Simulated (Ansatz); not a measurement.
(GaAs)n off: binding per atom (eV) at several levels, gas phase, relaxed structures; Ansatz. Clusters are the lowest isomers that short searches found in that spin, judged at the geometry's level. Binding counts from free atoms in the multiplicity of their measured ground term, without zero-point energy. The structures are stationary points that may keep the symmetry of their start.

```tsv
species	state	geometry	PBE-D4/def2-SVP	B3LYP-D4/6-31G	PBE0-D4/def2-SVP
GaAs2	doublet	r2SCAN-D4/def2-TZVP	2.06	1.65	1.87
Ga2As3	doublet	r2SCAN-D4/def2-SVP	2.49	1.97	2.32
Ga3As4	doublet	PBE-D4/def2-SVP	2.59	2.13	2.40
```
